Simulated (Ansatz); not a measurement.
`[SiH3]CN[SiH3]` → `NC[SiH3]` + `[SiH2]` at 400 K and 1 bar (silylene loss).

Isolated molecules relaxed with PBE0-D4/def2-TZVP in Ansatz; ΔE leaves out vibrations. CCSD(T)/CBS is the MP2 limit (def2-TZVPP, def2-QZVPP) plus CCSD(T) − MP2 in def2-TZVPP, frozen cores. This one scheme is used for every species. One conformer a species, not always the lowest.

```csv
species,CCSD(T)/CBS energy (Eh),H − E (kJ/mol),S (J/(mol·K))
`[SiH3]CN[SiH3]`,-676.32429,282.1,394.0
`NC[SiH3]`,-386.02732,233.8,322.5
`[SiH2]`,-290.19011,44.2,218.1
```

H − E and S are ideal-gas, rigid-rotor, harmonic terms from PBE0-D4/def2-TZVP, for one conformer and one mirror image of each species. 1 Eh = 2625.50 kJ/mol, R = 8.31446 J/(mol·K).

Q: By hand: ΔE, ΔH, ΔS and ΔG.

A: ΔE = (-386.02732) + (-290.19011) − (-676.32429) = 0.10686 Eh = 280.6 kJ/mol. Δ(H − E) = 233.8 + 44.2 − 282.1 = -4.1, so ΔH = 276.5 kJ/mol. ΔS = 322.5 + 218.1 − 394.0 = 146.6 J/(mol·K). ΔG = 276.5 − 400 × (146.6)/1000 = 217.9 kJ/mol.

Q: By hand: the equilibrium constant, and the temperature at which ΔG would vanish if ΔH and ΔS stayed fixed.

A: log₁₀ K = −ΔG/(RT ln 10) = -28.5. ΔG = 0 at ΔH/ΔS = 1886 K.

The number of gas molecules changes by +1, which sets the sign of ΔS. A doubt of 5 kJ/mol in ΔE shifts log₁₀ K by 0.7 here. Other conformers and mirror images would add mixing entropy, several J/(mol·K) or more a flexible species. Modes under 60 cm⁻¹, often nearly free rotors, make the harmonic entropy too high. These are equilibria of isolated gas molecules and say nothing of rates. Largest T1 diagnostic: 0.014 (customary marks: 0.02 for closed shells, 0.045 for open ones).
